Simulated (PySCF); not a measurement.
Species: C6H11P2 (charge -1).
Z-matrix (Å and degrees, GFN2-xTB geometry), rows numbered from 1:
```
P 
C   1  1.8549
P   2  1.8604  1  117.03
C   3  1.7647  2   99.06  1    71.27
C   4  1.3485  3  132.37  2     4.41
C   5  1.5038  4  112.25  3  -179.13
C   6  1.5339  5  102.96  4   -15.61
C   4  1.5141  3  118.10  2  -174.33
H   1  1.3837  2   96.54  3   -43.73
H   1  1.3871  2   96.38  3    48.48
H   2  1.0955  1  107.13  3   125.94
H   2  1.0975  1  105.88  3  -119.75
H   5  1.0779  4  127.13  3     1.08
H   6  1.0968  5  112.72  4  -136.65
H   6  1.1009  5  111.35  4   103.10
H   7  1.0933  6  112.80  5   147.18
H   7  1.0930  6  109.36  5   -92.56
H   8  1.0919  4  111.94  3   -42.57
H   8  1.0953  4  109.33  3    76.39
```

NICS = −σ at a ghost point: NICS(0) at the centroid of the ring atoms, NICS(1) 1 Å to either side along the normal of their mean plane, zz for the tensor component along that normal. Level: GIAO PBE0/pcSseg-1 (PySCF, non-relativistic, gas phase) on the GFN2-xTB geometry, one conformer.

Ring bond lengths (Å), with Mayer bond orders in brackets: C4–C5 1.348 (1.60), C5–C6 1.504 (1.04), C6–C7 1.534 (1.04), C7–C8 1.532 (1.03), C8–C4 1.514 (1.02).

Question: What do the NICS probes read (ppm)?

Answer: 
| ring | type | NICS(0) | NICS(1), two faces | NICS(1)zz, two faces | rms pucker (Å) | centre to ring atoms, mean (Å) |
| --- | --- | --- | --- | --- | --- | --- |
| C4–C5–C6–C7–C8 | 5-membered carbocycle; formal bonds 1 double, 4 single | -2.6 | -4.0 / -2.5 | -4.5 / -2.4 | 0.12 | 1.26 |

Question: What do they say, and how far can they be read as aromaticity?

Answer: 
- C4–C5–C6–C7–C8: mean NICS(1)zz -3.4 ppm, shielded. C6, C7, C8 have four or more neighbours; no verdict on aromaticity is drawn.

Question: What is the mean of the two in-plane components of NICS at the first NICS(1) probe listed for ring C4–C5–C6–C7–C8, 1 Å off the ring?

Answer: The isotropic value is a third of the trace: (3 × -4.0 − (-4.5))/2 = -3.8 ppm.

Question: Give the inner angles of the rings and the Hirshfeld charges of the ring atoms.

Answer: 
- C4–C5–C6–C7–C8: C4 109.5° (-0.091 e), C5 112.2° (-0.140 e), C6 103.0° (-0.093 e), C7 104.5° (-0.081 e), C8 104.0° (-0.087 e); sum 533.2° against 540° for a flat convex ring.
